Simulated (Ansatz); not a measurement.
CH$_{6}$AlBO, SMILES `B[CH2][AlH][OH]`, 10 atoms. Total charge 0; spin multiplicity 1. All runs use 2 threads of an Arm Neoverse V2 on a shared host. Correlated methods freeze the cores.

Question: How many basis functions does each run have, and how long does it take in Ansatz? RHF-CCSD(T)/def2-TZVPP energy; direct RPA on PBE orbitals/def2-TZVPP energy; RKS ωB97M-V/def2-SVP energy; RKS PBE0-D4/def2-SVP energy; RHF-MP2/def2-QZVPP energy; RKS ωB97M-V/def2-TZVPP energy and forces; RKS ωB97M-V/def2-QZVPP energy; RKS PBE0-D4/def2-TZVP frequencies; RKS r2SCAN0-D4/def2-TZVPP energy; RKS PBE0-D4/def2-TZVP relaxation (16 steps); RKS PBE0-D4/def2-QZVPP energy; RHF-CCSD(T)/def2-SVP energy. (Best estimate.)

Answer: Ansatz gave: Other jobs shared the machine, so times are rough.

| level | job | functions | wall time | peak host memory (GiB) |
| --- | --- | --- | --- | --- |
| RKS PBE0-D4/def2-SVP | energy | 90 | 1.1 s | 0.39 |
| RHF-CCSD(T)/def2-SVP | energy | 90 | 2.9 s | 0.39 |
| RKS r2SCAN0-D4/def2-TZVPP | energy | 219 | 4.6 s | 0.43 |
| RKS ωB97M-V/def2-SVP | energy | 90 | 4.7 s | 0.39 |
| direct RPA on PBE orbitals/def2-TZVPP | energy | 219 | 6.5 s | 0.49 |
| RKS PBE0-D4/def2-QZVPP | energy | 421 | 7.5 s | 1.1 |
| RKS ωB97M-V/def2-TZVPP | energy and forces | 219 | 12 s | 0.64 |
| RHF-MP2/def2-QZVPP | energy | 421 | 19 s | 2 |
| RKS ωB97M-V/def2-QZVPP | energy | 421 | 20 s | 1.4 |
| RKS PBE0-D4/def2-TZVP | relaxation (16 steps) | 166 | 49 s | 0.34 |
| RHF-CCSD(T)/def2-TZVPP | energy | 219 | 66 s | 3.3 |
| RKS PBE0-D4/def2-TZVP | frequencies | 166 | 110 s | 0.39 |
